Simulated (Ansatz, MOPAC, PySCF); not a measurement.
Molecule: C₆H₇ (charge 0, doublet). SMILES: [CH]1C2=C(CC2)C1
Coordinates optimised at B3LYP-D3(BJ)/def2-TZVP (Ansatz, a program for electronic structure):
```xyz
13

C      1.5049    -0.6047    -0.0748
C      1.4477     0.9175     0.2404
C     -0.0647     0.6214     0.4248
C      0.1296    -0.7140     0.1232
C     -1.3159    -0.9619    -0.3045
C     -1.4881     0.6129    -0.1532
H      2.2884    -1.2384    -0.4675
H      1.6814     1.5434    -0.6246
H      1.9930     1.2927     1.1085
H     -1.4524    -1.3447    -1.3158
H     -1.9166    -1.5534     0.3859
H     -1.5836     1.1128    -1.1202
H     -2.2917     0.9606     0.4989
```
Charge 0, spin multiplicity 2.

Unscaled harmonic wavenumbers (cm⁻¹) in rising order, each level at the stationary point that it reaches from this structure (no distance between atoms moves by over 0.3 Å); the order of modes can differ between levels, and a negative number is imaginary. B3LYP-D3(BJ)/def2-TZVP (PySCF, at the structure above): 120, 226, 398, 506, 579, 704, 742, 801, 837, 890, 922, 936, 1009, 1063, 1072, 1136, 1176, 1178, 1204, 1219, 1239, 1291, 1452, 1462, 1474, 1502, 3032, 3036, 3064, 3072, 3078, 3114, 3190.

PM3 (MOPAC): 157, 244, 439, 579, 679, 770, 791, 814, 892, 906, 951, 962, 982, 1023, 1057, 1070, 1116, 1148, 1173, 1228, 1319, 1361, 1380, 1397, 1463, 1653, 3042, 3044, 3055, 3094, 3098, 3103, 3216. Zero-point energy 67.5 against 66.8 kcal/mol; where all levels lie over 400 cm⁻¹, the wavenumbers are on average 1.018 times those of B3LYP-D3(BJ)/def2-TZVP.

HF/6-31G* (Ansatz): 164, 231, 412, 547, 625, 778, 805, 849, 929, 975, 992, 1013, 1109, 1156, 1186, 1234, 1301, 1309, 1321, 1361, 1379, 1408, 1510, 1612, 1624, 1635, 3216, 3223, 3242, 3260, 3267, 3294, 3384. Zero-point energy 72.0 against 66.8 kcal/mol; where all levels lie over 400 cm⁻¹, the wavenumbers are on average 1.085 times those of B3LYP-D3(BJ)/def2-TZVP.

B3LYP/6-31G* (Ansatz): 111, 223, 405, 500, 549, 714, 753, 799, 850, 906, 933, 948, 1016, 1073, 1079, 1149, 1187, 1198, 1223, 1234, 1255, 1318, 1483, 1492, 1505, 1533, 3040, 3045, 3071, 3081, 3087, 3123, 3207. Zero-point energy 67.3 against 66.8 kcal/mol; where all levels lie over 400 cm⁻¹, the wavenumbers are on average 1.008 times those of B3LYP-D3(BJ)/def2-TZVP.
